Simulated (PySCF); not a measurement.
Compound: C2H3Cl3Si.
Structure used (PBE0-D3(BJ)/def2-SVP), in Å, numbered top down from 1:
```
atom  x, y, z in Å
C1     0.9296    0.2628    0.0918
C2    -0.0331   -0.6363    0.3190
Si3   -1.8045   -0.3554   -0.1014
Cl4   -2.0676    1.5077   -0.9209
Cl5   -2.9713   -0.5219    1.5770
Cl6   -2.4536   -1.7571   -1.4487
H7     1.9739    0.0630    0.3534
H8     0.7124    1.2339   -0.3652
H9     0.2203   -1.6002    0.7784
```

Computed with core-valence-separated Tamm–Dancoff BHandHLYP/aug-pcX-1 (pcseg-1 on H, def2-SVPD on Si, def2-SVPD on Cl) in PySCF, non-relativistic, gas phase, PBE0-D3(BJ)/def2-SVP geometry. No empirical shift is added; at this level the pattern usually sits a few eV under experiment.

The lowest roots of each edge with f over 0.003 (five at most, numbered afresh; weaker and dark ones are left out), with transition dipoles (au) in the frame of the coordinates:

| root | edge | E (eV) | f | μx | μy | μz |
| --- | --- | --- | --- | --- | --- | --- |
| 1 | C | 282.10 | 0.0641 | -0.0147 | 0.0378 | 0.0874 |
| 2 | C | 282.29 | 0.0527 | 0.0133 | -0.0342 | -0.0792 |
| 3 | C | 285.95 | 0.0098 | 0.0046 | 0.0343 | -0.0143 |
| 4 | C | 286.18 | 0.0274 | -0.0562 | 0.0206 | -0.0179 |
| 5 | C | 286.40 | 0.0100 | 0.0372 | 0.0038 | 0.0045 |

Q: Molecules are fixed in this frame and the field points along x. What effective strengths 3 f cos²θ do the roots have (θ between field and μ)?

A: root 1 (C1): 0.004, root 2 (C2): 0.004, root 3 (C2): 0.000, root 4 (C2): 0.066, root 5 (C1): 0.029. Root 4 is the strongest. Averaged over all orientations cos²θ is 1/3, which gives f back.

